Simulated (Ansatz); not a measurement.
Cs4Cl4. The state is a quintet with charge 0. Geometry PBE0-D4/def2-SVP; atoms count from 1.

```xyz
8

Cs    0.1301   -2.6243    2.0745
Cs    1.4123    1.6779    2.5294
Cs    0.8075   -0.9171   -3.1168
Cs   -2.3501    1.8636   -1.4870
Cl    1.2140    1.7208   -0.9027
Cl    2.2261   -0.5419   -0.0076
Cl   -1.7070   -1.4182   -0.5693
Cl   -1.7329    0.2394    1.4796
```

In the def2 sets Cs takes a core potential; there is no spin–orbit coupling. In the quintet, Cl5 and Cl6 lie 2.64 Å apart, Cl7 and Cl8 lie 2.64 Å apart (atoms count from 1), so these atoms are partly bonded to each other. At PBE0-D4/def2-TZVP a singlet of charge 0 lies 9.10 eV below the quintet, each at its own geometry. The structure comes from a short search, and lower isomers may exist.

(1) Estimate the Mulliken populations from the PBE0/def2-TZVP orbitals of Ansatz.

(2) Where does the spin sit?

(3) And the Mayer bond orders between bonded heavy atoms (over 0.3)?

Answers

(1) 
| atom | charge (e) | spin (α − β) |
| --- | --- | --- |
| Cs1 | 0.38 | 0.50 |
| Cs2 | 0.38 | 0.50 |
| Cs3 | 0.38 | 0.50 |
| Cs4 | 0.38 | 0.50 |
| Cl5 | -0.38 | 0.50 |
| Cl6 | -0.38 | 0.50 |
| Cl7 | -0.38 | 0.50 |
| Cl8 | -0.38 | 0.50 |
Mulliken values and Mayer orders depend strongly on the basis.

(2) Summed by element: Cs 2.00, Cl 2.00, of 4 unpaired in all. Largest on single atoms: Cl8 0.50, Cl5 0.50, Cl6 0.50.

(3) Cs1–Cs2 0.38 (4.51 Å); Cs3–Cs4 0.38 (4.51 Å). Values over 0.3 also appear between atoms too far apart for a bond (Cl5–Cl6 0.49 at 2.64 Å; Cl7–Cl8 0.49 at 2.64 Å); they arise where an orbital or an unpaired electron spreads over both atoms.
